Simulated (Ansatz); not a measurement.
Reactions of `C=Cc1ccco1`.

Calculated with Ansatz (gas phase, PBE0-D4/def2-TZVP geometries, no zero-point term in ΔE). CBS: MP2 limit from def2 TZ/QZ plus the TZ coupled-cluster correction, frozen cores. This one scheme is used for every species, atoms too. DFT in def2-TZVPP. Open shells (•) are unrestricted, without spin–orbit coupling. Spin–orbit coupling would lower the free atoms: a little for C, O. Elements past krypton have def2 core potentials. For Ge, I outer-core shells are correlated without core-valence functions, so the limit isn't a true one: a few kJ/mol of doubt a bond, and 10 to 20 or more in all where bonds break to atoms. Scalar relativity is left out up to krypton. One conformer a species, not always the lowest.

| reaction | ωB97X-V (eV) | PBE-D4 (eV) |
| --- | --- | --- |
| `C=Cc1ccco1` + `C=CCl` → `C=CC(=C)Cl` + furan | 0.05 | 0.07 |
| `C=Cc1ccco1` + `[NH2][GeH3]` → `C=C[NH][GeH3]` + furan | 0.33 | 0.37 |
| `C=Cc1ccco1` → 6 C• + 6 H• + O• | 62.61 | 65.17 |
| `C=Cc1ccco1` + HI → `Ic1ccco1` + ethylene | 0.60 | 0.65 |
| `C=Cc1ccco1` + H₂ → furan + ethylene | -0.21 | -0.05 |

(1) Give the CCSD(T)/CBS values in the same order. (Estimate.)

Largest T1 diagnostic: 0.013, for `c1ccoc1`.

Results:

(1) Ansatz gave: 0.02, 0.40, 62.44, 0.54, -0.19 eV.
